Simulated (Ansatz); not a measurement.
Coupled-cluster run, C$_{2}$H$_{6}$S$_{2}$Si (`CS[Si]SC`).

```yaml
crystal:
  periodic: [false, false, false]
  atoms:
    - {symbol: C, position_ang: [-0.824155, -0.175218, 1.395612]}
    - {symbol: S, position_ang: [0.795540, -0.892116, 1.791633]}
    - {symbol: Si, position_ang: [1.747752, -1.819762, 0.119330]}
    - {symbol: S, position_ang: [0.971802, -0.946971, -1.669508]}
    - {symbol: C, position_ang: [0.301107, 0.722161, -1.427961]}
    - {symbol: H, position_ang: [-1.467580, -0.381787, 2.250684]}
    - {symbol: H, position_ang: [-1.242475, -0.647670, 0.509351]}
    - {symbol: H, position_ang: [-0.754757, 0.901665, 1.252903]}
    - {symbol: H, position_ang: [0.589773, 1.298136, -2.307017]}
    - {symbol: H, position_ang: [-0.784716, 0.704144, -1.353668]}
    - {symbol: H, position_ang: [0.733008, 1.180619, -0.540860]}
basis:
  gaussian: {orbitals: def2-SVP}
correlation: {method: ccsd_t}
```

```sh
$ ansatz run in.yaml --threads 4 --pin off --events-out ev --progress --plain
```

Output of Ansatz, abridged:

```
Functional definition: HF
1088 factors; integrals over basis functions are off by at most 1.2e-3 eV
mean field evaluation 1: about -31640.2802 eV, gradient 2.3e1 eV
mean field evaluation 2: about -31640.2859 eV, gradient 2.3e1 eV
mean field evaluation 4: about -31642.1317 eV, gradient 3.4e0 eV
mean field evaluation 8: about -31642.1764 eV, gradient 2.7e-4 eV
mean field -31642.17641525 eV, -1162.8285354230 hartree, gradient 1.7e-6 eV, S^2 0.000000; 0 other end points of the search recorded, 0 dependent functions left out
17 core orbitals not correlated: weight in the atoms' cores, before any rotation towards them, 1.000 or more for the frozen orbitals, at most 0.000 for the correlated occupied ones
reference -31642.17641525 eV, -1162.8285354230 hartree; 15, 15 occupied and 80, 80 virtual orbitals, 1088 factors
second order -17.18894182 eV of doubles, -0.00000000 eV of singles
cycle   1  -18.35362572 eV  change    -1.2e0 eV  update   1.1e-1
cycle   2  -18.90165829 eV  change   -5.5e-1 eV  update   3.5e-2
cycle   3  -19.01444085 eV  change   -1.1e-1 eV  update   1.8e-2
cycle   4  -19.00684071 eV  change    7.6e-3 eV  update   5.7e-3
cycle   5  -19.00556207 eV  change    1.3e-3 eV  update   2.6e-3
cycle   6  -19.00514451 eV  change    4.2e-4 eV  update   9.3e-4
cycle   7  -19.00493644 eV  change    2.1e-4 eV  update   3.3e-4
cycle   8  -19.00498341 eV  change   -4.7e-5 eV  update   1.2e-4
cycle   9  -19.00499526 eV  change   -1.2e-5 eV  update   4.7e-5
cycle  10  -19.00498263 eV  change    1.3e-5 eV  update   1.8e-5
perturbative correction -0.66336907 eV, -0.0243783637 hartree
Total energy: -31661.84476696 eV, -1163.5513340164 hartree
```

Run time 3.9 s (4 threads of a server CPU on a shared host); peak host memory 0.51 GiB.

MP2 recovers 87.4 % of the CCSD(T) correlation energy and the triples give 3.4 %; T1 = 0.0149.
